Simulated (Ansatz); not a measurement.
The In1–H2 bond of H2IIn (SMILES [InH2][I]) is stretched (multiplicity 1, the rest rigid).
Geometry at rest (charge 0, multiplicity 1):
```xyz
4

In    -0.72639    -1.13552     0.19956
H     -0.06962    -2.17410     1.39445
H     -2.11915    -1.24747    -0.79314
I      0.71286     1.11438    -0.19584
```

Frozen-core correlation. Filled d and f shells under p-block atoms count as core.

The values were computed with Ansatz (a program for electronic structure). Each number belongs to the level named beside it. In def2 rows elements past Kr take small-core potentials, without spin–orbit coupling.

Energies above the point at 1.714 Å (the B3LYP-D3(BJ) bond length), FIC-MRCISD+Q on CASSCF(2,2)/def2-TZVPP (kcal/mol): 6.74 at 1.543 Å; 2.60 at 1.885 Å; 71.65 at 5.485 Å.

Question: Take the last value as the depth D of a Morse curve D(1 − e^(−a(R − R₀)))², fit a and R₀ to the two near points, and test it at 2.314 and 2.999 Å.

Answer: 
With D = 71.7, both near points (counted from the curve's value at 1.714 Å) are met by a = 1.41 Å⁻¹ and R₀ = 1.733 Å, so k = 2Da² = 283 kcal/(mol Å²). The curve then gives 22.2 and 49.5 kcal/mol; the level itself gives 23.6 and 54.8, so Morse is off by -1.3 and -5.3.
